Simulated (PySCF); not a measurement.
**TDDFT excited states: C8H6S**

C8H6S.
SMILES: `C#CC(=C)c1cccs1`

Computed with TDDFT wB97X-D/def2-SVPD, vertical, gas phase, core orbitals frozen in the response in PySCF 2.14.0, density-fitted response routines. One conformer (not necessarily the lowest) at the GFN2-xTB geometry, without solvent, vibrations or thermal averaging. Torsions of this conformer, `[CH:1]#[C:2][C:3](=[CH2:4])[c:5]1[cH:6][cH:7][cH:8][s:9]1`: C2–C3–C5–C6 0°.

Q: What does the calculation give for the low-lying excited states?

A: 

| state | E (eV) | λ (nm) | ν̃ (cm⁻¹) | f | symmetry | main configurations (H = HOMO, L = LUMO) |
| --- | --- | --- | --- | --- | --- | --- |
| S1 | 4.50 | 275.8 | 36260 | 0.231 | A′ | H→L (94%) |
| S2 | 5.27 | 235.3 | 42510 | 0.081 | A′ | H-1→L (90%) |
| S3 | 5.57 | 222.8 | 44880 | 0.0001 | – | H-3→L (79%), H-3→L+1 (17%) |
| S4 | 5.70 | 217.5 | 45970 | 0.172 | A′ | H-2→L (84%) |
| S5 | 5.95 | 208.3 | 48010 | 0.0001 | – | H→L+2 (51%), H→L+3 (20%), H→L+5 (13%) |
| S6 | 6.16 | 201.1 | 49720 | 0.055 | A′ | H→L+1 (89%) |
| S7 | 6.30 | 196.8 | 50810 | 0.0003 | – | H→L+3 (29%), H→L+4 (12%), H-2→L+5 (12%) |
| S8 | 6.51 | 190.3 | 52540 | 0.0009 | – | H-1→L+2 (53%), H-1→L+3 (20%), H-1→L+5 (9%) |

Triplets (Tamm–Dancoff): T1 2.75 eV, H→L (90%); T2 3.98 eV, H-2→L (46%), H→L+1 (37%); T3 4.27 eV, H-1→L (76%), H-1→L+1 (12%).

The lowest singlet comes at 276 nm (434 kJ/mol) in the ultraviolet; it is strong; its leading configuration is HOMO→LUMO (94%). The lowest level is also the most intense of those listed (f = 0.231). Löwdin shares by element: HOMO carbon 64% or more (atoms not listed hold the other 36%); LUMO carbon 57% or more (atoms not listed hold the other 43%). Weighted by f, the mean energy of these states is 5.17 eV. The oscillator strengths of these states sum to 0.539; summed over the whole spectrum of an exact calculation they would give the number of electrons, 70 (Thomas–Reiche–Kuhn). The listed states span 2.02 eV, and the widest gap between neighbours is 0.77 eV (S1 to S2). Symmetry labels in Cs follow from the direction of the transition dipole and are given only for states with f of 0.002 or more. Singlets were solved by full linear response, triplets in the Tamm–Dancoff approximation.
